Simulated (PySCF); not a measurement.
# C₆ coefficients of unlike pairs at PBE

Calculated with PySCF 2.14 from the dipole response of each species, C₆(A,B) = (3/π) ∫ α_A(iu) α_B(iu) du, in atomic units, from isotropic polarisabilities. For ions this is the dispersion term alone; charge-induced terms of lower order in 1/R come first.

```tsv
species	configuration	basis	relativity	α (bohr³)	C₆ (like pair)
Br²⁺	[Ar] 3d10 4s2 4p3 (4S)	aug-cc-pVQZ-PP with ECP10MDF (7s6p5d3f2g)	core potential	8.347	39.97
Hf	[Xe] 4f14 5d2 6s2 (3F)	aug-cc-pVDZ-PP with ECP60MDF (5s5p4d2f)	core potential	100.4	1330
Hf²⁺	[Xe] 4f14 5d2 (3F)	aug-cc-pVTZ-PP with ECP60MDF (6s6p5d3f2g)	core potential	15.59	76.87
Ni²⁺	[Ar] 3d8 (3F)	aug-cc-pwCVTZ (10s9p7d4f3g)	none	3.279	9.193
```

**Question.** Estimate C₆ for Ni²⁺ with Hf.

**Answer.** The integral gives 80.76. The combination rule 2 C_A C_B / (C_A α_B/α_A + C_B α_A/α_B) gives 75.26 and the geometric mean 110.6.

No spin-orbit coupling is included.

The other pairs:

```
      pair     C₆
Hf²⁺, Br²⁺  54.57
Ni²⁺, Hf²⁺  24.89
  Hf²⁺, Hf  291.7
  Hf, Br²⁺  192.1
Ni²⁺, Br²⁺  18.39
```
